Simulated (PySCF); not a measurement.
CH4OTe, SMILES CO[TeH]. Atoms are numbered in the order given.

```xyz
7

Te    -0.3105    -0.1494     0.5019
H     -1.4688    -0.9214    -0.4689
O      1.1315    -0.0628    -0.9300
C      0.9584     0.9317    -1.9240
H      0.8557     1.9619    -1.5103
H      1.8747     0.8995    -2.5532
H      0.0799     0.7390    -2.5851
```

Geometry: PBE-D3(BJ)/def2-SVP. The def2 effective core potentials stand for the cores of Te; spin–orbit coupling is left out.

Method: PBE-D3(BJ)/def2-SVP run with PySCF 2.14.0.

Frequencies are harmonic and unscaled.

```
mode  ν (cm⁻¹)  IR (km/mol)  Raman (Å⁴/amu)  depolarisation  moving atoms (share of kinetic energy)
----  --------  -----------  --------------  --------------  --------------------------------------
1          164          0.3             7.8            0.74                                  H 98 %
2          200          2.8             4.9            0.72                          H 77 %, O 18 %
3          272          2.2             5.8            0.28         C 41 %, H 26 %, O 21 %, Te 11 %
4          516         19.9            25.5            0.35                  O 76 %, Te 11 %, H 9 %
5          647         14.0            27.9            0.72                                  H 92 %
6         1042         78.7            23.9            0.35                          O 47 %, C 45 %
7         1126          1.2             3.3            0.75                          H 76 %, C 19 %
8         1135         21.1             2.9            0.11                          H 70 %, C 22 %
9         1388          5.6            21.6            0.71                                  H 94 %
10        1400         13.8            16.8            0.68                                  H 92 %
11        1430         22.9            19.0            0.72                                  H 94 %
12        1984         85.0           194.1            0.31                                  H 99 %
13        2903         77.0           181.8            0.02                                  H 97 %
14        2975         45.6            75.1            0.67                          H 90 %, C 10 %
15        3019         15.0           249.8            0.49                           H 91 %, C 9 %
```
